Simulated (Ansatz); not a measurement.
Cost and result for the atomization energy of `O=C=[N][Al]([N]=C=O)[N]=C=O` (10 atoms, 9 bonds).

```xyz
10

O    -0.797    3.880    1.052
C    -0.568    2.780    0.752
N    -0.332    1.649    0.443
Al    0.003   -0.003   -0.003
N     1.591   -0.449   -0.568
C     2.683   -0.749   -0.954
O     3.744   -1.041   -1.330
N    -1.250   -1.210    0.117
C    -2.116   -2.030    0.204
O    -2.958   -2.827    0.288
```

Total charge 0; spin multiplicity 1. The structure was optimised at the PBE0-D4/def2-TZVP level. It is one conformer, not always the lowest. Program: Ansatz. All runs use 2 threads of an AMD EPYC 7R13 on a shared host and a share of an NVIDIA H100 80 GB. Times are those of one run each, without the atoms' runs, and a repeat can differ threefold. Electronic energies, without spin–orbit coupling; frozen cores. CCSD(T)/CBS adds CCSD(T) − MP2 in def2-TZVPP to the MP2 limit, and its time is that of the two runs behind it. T1 = 0.017. B3LYP takes the VWN-RPA correlation (the form of Gaussian; ORCA's B3LYP/G). HSE06 is the plane-wave form, built on full-range PBE exchange.

CCSD(T)/CBS is a level of theory with its own doubt, some kJ/mol a heavy atom from the limit and from the frozen cores, so smaller differences don't rank the functionals.

```csv
level,functions,atomization (kJ/mol),difference from CCSD(T)/CBS,per bond
CCSD(T)/CBS(def2),–,5331.4,0.0,0.0
BLYP-D4/def2-TZVPP,321,5543.6,212.2,23.6
LDA (SPW92)/def2-TZVPP,321,6477.7,1146.3,127.4
B2PLYP/def2-TZVPP,321,5368.0,36.6,4.1
CCSD(T)/def2-SVP,144,5025.7,-305.7,-34.0
B3LYP-D4/def2-TZVPP (with forces),321,5406.2,74.8,8.3
CAM-B3LYP-D4/def2-TZVPP,321,5416.4,85.0,9.4
CCSD(T)/def2-TZVPP,321,5139.8,-191.6,-21.3
MP2/def2-QZVPP,583,5586.3,254.9,28.3
ωB97X-V/def2-TZVPP,321,5401.2,69.8,7.8
revPBE-D4/def2-TZVPP,321,5511.4,180.0,20.0
RPA@PBE/def2-TZVPP,321,4874.1,-457.3,-50.8
HSE06-D4/def2-TZVPP,321,5445.8,114.4,12.7
```

Question: Order the runs by time, with rough figures. (Best estimate.)

Answer: Ansatz gave: CCSD(T)/def2-SVP 13 s; B2PLYP/def2-TZVPP 14 s; revPBE-D4/def2-TZVPP 14 s; BLYP-D4/def2-TZVPP 14 s; LDA (SPW92)/def2-TZVPP 15 s; HSE06-D4/def2-TZVPP 15 s; ωB97X-V/def2-TZVPP 16 s; RPA@PBE/def2-TZVPP 17 s; CAM-B3LYP-D4/def2-TZVPP 19 s; B3LYP-D4/def2-TZVPP (with forces) 20 s; MP2/def2-QZVPP 22 s; CCSD(T)/def2-TZVPP 28 s; CCSD(T)/CBS(def2) 49 s.

From PBE to PBE0 (25 % exact exchange), in def2-TZVPP and without D4, the atomization energy moves by −290.6 kJ/mol: exact exchange takes away binding that semilocal exchange gives to molecules. Leaving LDA and LC-ωPBE aside and taking each functional with its dispersion term where it has one, the values, not all of them listed here, spread over 697.9 kJ/mol, from BHLYP-D4 to PBE-D4. LDA lies +770.8 kJ/mol from PBE without D4, its usual overbinding. The D4 term adds +41.2 kJ/mol with B3LYP and +22.1 kJ/mol with PBE0; it sums over pairs of atoms, weighted by their polarisabilities, and B3LYP, whose exchange is more repulsive, gets the larger term.
